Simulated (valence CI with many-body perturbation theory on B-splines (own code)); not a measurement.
**Sr XXV: calculated level list**

Method: valence CI with perturbative core correlation (CI+MBPT): four valence electrons over a frozen Dirac-Fock core [Ne], radial functions for each j: 11 s, 11 p, 10 d, 8 f, 5 g, 2 h, with the one-electron correlation potential Σ1 (screened to all orders), the two-electron term Σ2, the three-electron term Σ3, Breit, model QED; selected single and double excitations, second order for the rest, scaled by the run's own slope (own B-spline code, finite nucleus).

No measured spectrum was set against this ion. As an estimate, levels of excited configurations hold to 0.05 to 0.15 % of their energy, terms of the ground configuration to about 0.5 %. Among the levels kept, up to 640 cm⁻¹ of a level comes from second order outside the variational space, and about a tenth of that is noise between levels of different J, which matters for small intervals.

Levels 91 to 135 of 173, with energies above the lowest level, 3s2 3p2 3P_0. "Leading %" is the weight of the configuration and term that name the level; weights of strongly mixed levels are sums over their largest components and can fall short. Lifetimes count E1, E2, E3, M1 and M2 decay at the calculated energies, and are blank where another channel may lead or the interval is too uncertain; long ones can be off by a factor of two.

```
No.  Configuration  Term  J  E (eV)  Leading %  Lifetime    Second component
 91      3s 3p2 3d    1D  2  239.64         50   3.93 ps     19 % 3s2 3d2 3P
 92        3s2 3d2    3P  0  240.40         73   4.02 ps   18 % 3s 3p2 3d 3P
 93        3s2 3d2    3P  1  241.28         76   4.24 ps   19 % 3s 3p2 3d 3P
 94        3s2 3d2    1G  4  242.24         80   7.49 ps   16 % 3s 3p2 3d 1G
 95        3s2 3d2    3P  2  242.92         36   4.12 ps   23 % 3s 3p2 3d 1D
 96        3s2 3d2    1D  2  244.71         45   4.57 ps   20 % 3s 3p2 3d 1D
 97         3p3 3d   3F°  2  248.50         44   32.0 ps      9 % 3p3 3d 1D°
 98         3p3 3d   3F°  3  251.08         34   19.9 ps     26 % 3p3 3d 5D°
 99         3p3 3d   1S°  0  251.54         32   24.2 ps     31 % 3p3 3d 5D°
100         3p3 3d   5D°  1  253.80         60   12.9 ps     15 % 3p3 3d 3P°
101         3p3 3d   5D°  4  255.28         49   15.9 ps     28 % 3p3 3d 3F°
102         3p3 3d   5D°  2  255.93         40   16.2 ps     38 % 3p3 3d 3D°
103         3p3 3d   5D°  0  257.81         52   16.6 ps     32 % 3p3 3d 1S°
104         3p3 3d   5D°  2  258.12         32   18.6 ps     24 % 3p3 3d 3D°
105        3s2 3d2    1S  0  258.52         76   3.96 ps   16 % 3s 3p2 3d 1S
106         3p3 3d   3F°  3  258.94         37   30.5 ps     27 % 3p3 3d 3D°
107         3p3 3d   3D°  1  259.08         62   21.5 ps     18 % 3p3 3d 5D°
108         3p3 3d   3G°  3  259.99         53   25.9 ps  17 % 3s 3p 3d2 3G°
109         3p3 3d   5D°  3  261.95         44   15.4 ps     34 % 3p3 3d 3D°
110         3p3 3d   3F°  4  261.98         55   30.5 ps  18 % 3s 3p 3d2 3F°
111      3s 3p 3d2   5G°  2  264.22         89   31.8 ps                    
112         3p3 3d   3G°  4  264.35         48   26.7 ps     16 % 3p3 3d 5D°
113      3s 3p 3d2   5G°  3  266.61         89   32.2 ps                    
114         3p3 3d   3G°  5  266.64         72   40.4 ps  26 % 3s 3p 3d2 3G°
115         3p3 3d   3D°  1  267.79         49   13.8 ps     16 % 3p3 3d 3P°
116         3p3 3d   1D°  2  269.43         40   20.4 ps  13 % 3s 3p 3d2 1D°
117      3s 3p 3d2   5G°  4  269.75         69   27.0 ps     15 % 3p3 3d 1G°
118         3p3 3d   1G°  4  270.06         59   20.6 ps  18 % 3s 3p 3d2 5G°
119         3p3 3d   1P°  1  270.98         24   9.87 ps     18 % 3p3 3d 3S°
120         3p3 3d   3P°  0  272.75         56   16.0 ps   9 % 3s 3p 3d2 3P°
121         3p3 3d   3P°  2  274.03         57   7.14 ps  19 % 3s 3p 3d2 3P°
122      3s 3p 3d2   5G°  5  274.09         85   30.1 ps  10 % 3s 3p 3d2 5F°
123      3s 3p 3d2   3S°  1  275.24         22   10.9 ps     18 % 3p3 3d 3P°
124      3s 3p 3d2   5D°  2  275.72         23   12.6 ps  14 % 3s 3p 3d2 5F°
125      3s 3p 3d2   5D°  1  276.49         54   12.2 ps  10 % 3s 3p 3d2 5F°
126      3s 3p 3d2   5D°  0  276.55         91   13.4 ps      6 % 3p3 3d 3P°
127         3p3 3d   3P°  1  276.77         27   8.04 ps  18 % 3s 3p 3d2 5F°
128      3s 3p 3d2   5D°  3  276.80         30   11.9 ps  17 % 3s 3p 3d2 5F°
129      3s 3p 3d2   5F°  1  278.51         57   7.65 ps  21 % 3s 3p 3d2 5D°
130         3p3 3d   3D°  2  278.57         28   11.5 ps  23 % 3s 3p 3d2 5F°
131         3p3 3d   3F°  2  279.06         46   16.4 ps  20 % 3s 3p 3d2 3F°
132         3p3 3d   3F°  3  279.32         45   12.3 ps   7 % 3s 3p 3d2 3G°
133      3s 3p 3d2   5F°  2  280.07         37   8.49 ps  34 % 3s 3p 3d2 5D°
134      3s 3p 3d2   5D°  4  280.69         51   9.47 ps  36 % 3s 3p 3d2 5F°
135      3s 3p 3d2   5F°  3  281.03         29   10.6 ps     21 % 3p3 3d 3D°
```

Names give the largest LS component (configuration and term), which can be under half, so a name can repeat, a term be missing and a line seem to break the LS rules; names also repeat where a configuration has a term twice.

Where two levels of one J and parity lie close, their mixing, g and order are uncertain.
